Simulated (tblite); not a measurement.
CH5GaN (SMILES [CH3][Ga+][NH2]), charge +1, singlet, geometry from GFN2-xTB (such geometries of metal compounds can be far from the true shape); tblite with GFN1-xTB.

tblite was given this input:
```
$ tblite run mol.xyz --method gfn1 --charge 1 --spin 0 --efield 0,0,0.1 --json tblite.json --no-restart

# file mol.xyz
8

Ga    -0.02078167    -0.04139309     0.01871991
C     -0.32965711     1.59034736    -1.18372534
H     -1.18371196     2.14260301    -0.78054048
H     -0.53325475     1.22375778    -2.19427313
H      0.58532729     2.19041600    -1.15293618
N      0.45638313    -1.42157676     1.12474740
H      0.54897475    -2.36245116     0.73536416
H      0.01015732    -1.50218645     2.04118885
```

**Question.** Predict the main parts of the log of this tblite run.

**Answer.** 
```
xTB calculator
 | screened Coulomb repulsion
 | Coulomb electrostatics
 |  * isotropic Klopman-Ohno-Mataga-Nishimoto electrostatics
 |  * onsite third-order electrostatics
 | DFT-D3(BJ) dispersion correction
 | Interactions (1)
 | [1] electric field

halogen bonding energy    0.0000000000000E+00 Eh
repulsion energy          9.6081920744137E-02 Eh
dispersion energy        -1.6419871543164E-03 Eh
interaction energy        0.0000000000000E+00 Eh
number of electrons       1.6000000000000E+01 e
integral cutoff           4.0000000000000E+01 bohr

------------------------------------------------------------
  cycle        total energy    energy error   density error
------------------------------------------------------------
      1     -8.552961311088  -8.6474012E+00   4.2806419E-01
      2     -8.848893977042  -2.9593267E-01   1.5174447E-01
      3     -8.851531725097  -2.6377481E-03   9.2918451E-02
      4     -8.852977325015  -1.4455999E-03   1.9665036E-02
      5     -8.854987956728  -2.0106317E-03   8.0955352E-03
      6     -8.855193084138  -2.0512741E-04   1.8993857E-03
      7     -8.855196437227  -3.3530888E-06   2.0834972E-04
      8     -8.855196591581  -1.5435440E-07   6.6365447E-05
      9     -8.855196605667  -1.4086107E-08   2.6724483E-05
     10     -8.855196609280  -3.6130547E-09   1.2627051E-06
------------------------------------------------------------

electronic energy        -8.9496365428699E+00 Eh
total energy             -8.8551966092801E+00 Eh

Post processing:
 | Mayer-Wiberg bond orders

[Info] JSON dump of results written to 'tblite.json'
```
